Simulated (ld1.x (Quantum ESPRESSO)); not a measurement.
**u(r) = r·R(r): atom against pseudo-atom (bismuth (Bi))**

Columns: radius, all-electron u(r) and pseudo u(r) of the 6s shell (level -30.71 eV) of bismuth in the configuration [Xe] 4f14 5d10 6s2 6p1; PBE, scalar-relativistic, RRKJ scheme, ld1.x (Quantum ESPRESSO) 7.5.

```csv
r (bohr),all-electron,pseudo
0.100,0.1446,-0.1702
0.200,-0.0433,-0.2966
0.300,-0.2786,-0.3506
0.400,-0.0842,-0.3337
0.500,0.2114,-0.2759
0.600,0.3920,-0.2136
0.700,0.4170,-0.1690
0.800,0.3215,-0.1493
0.900,0.1570,-0.1565
1.000,-0.0337,-0.1961
1.100,-0.2214,-0.2768
1.200,-0.3892,-0.3973
1.300,-0.5292,-0.5293
1.400,-0.6391,-0.6391
1.500,-0.7203,-0.7203
1.600,-0.7752,-0.7752
1.700,-0.8075,-0.8075
1.800,-0.8208,-0.8208
1.900,-0.8188,-0.8188
2.000,-0.8046,-0.8046
2.100,-0.7808,-0.7808
2.200,-0.7500,-0.7500
2.300,-0.7143,-0.7143
2.400,-0.6752,-0.6752
2.500,-0.6341,-0.6341
2.600,-0.5923,-0.5923
```

How many radial nodes do the two functions have?

The all-electron 6s function has n − l − 1 = 5 (the table is too coarse to show those close to the nucleus); the pseudo-wave has 0, since the states of the same l below it are removed with the core.

At about which radius was the pseudo-wave matched?

1.35 bohr, where the columns begin to agree (steps of 0.10 bohr).

Is the pseudo-wave norm-conserving?

Yes: the RRKJ scheme keeps the norm inside the radius equal to the all-electron one, which fixes the energy derivative of the logarithmic derivative at the level.
